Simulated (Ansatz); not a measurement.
System (SMILES): [SeH] (SeH), doublet.
Atoms: Se1, H2. Bonds: Se1-H2.

Basis-set convergence of the optimised Se1-H2 bond length at CCSD(T) with Ansatz (an electronic-structure program). The reference of a correlated method is not its basis-set limit, which lies further on. Cartesian d functions, on some or all atoms, in 6-31G*; all else is spherical. Cores are frozen (with 3d on Ga to Br). Open shells are unrestricted. No added dispersion term, no relativity. Reference: the value in def2-QZVPP, 1.4718 Å, itself unsure by roughly 0.0003 Å (its distance from cc-pVQZ). Deviations are taken from unrounded values.

| basis | functions | optimised Se1-H2 bond length (Å) | minus reference (Å) |
|---|---|---|---|
| cc-pVDZ | 32 | 1.4784 | 0.0067 |
| 6-31G* | 37 | 1.4918 | 0.0201 |
| def2-SVP | 37 | 1.4725 | 0.0008 |
| aug-cc-pVDZ | 45 | 1.4814 | 0.0096 |
| 6-311G** | 50 | 1.4704 | -0.0013 |
| def2-TZVP | 54 | 1.4750 | 0.0032 |
| cc-pVTZ | 57 | 1.4731 | 0.0013 |
| pcseg-2 | 57 | 1.4725 | 0.0007 |
| def2-TZVPP | 62 | 1.4718 | 0.0000 |
| def2-TZVPPD | 74 | 1.4720 | 0.0002 |
| aug-cc-pVTZ | 82 | 1.4739 | 0.0021 |
| cc-pVQZ | 98 | 1.4721 | 0.0003 |
| def2-QZVPP | 119 | 1.4718 | 0.0000 |

The smallest set listed that lies within 0.005 Å of the reference with all its larger relatives (same family, alike in diffuse functions; a set with none counts only in the reference's own line) is def2-SVP (37 functions, 0.0008 Å off). Inside, with no larger relative to test it: 6-311G**, pcseg-2, def2-TZVPPD, aug-cc-pVTZ.
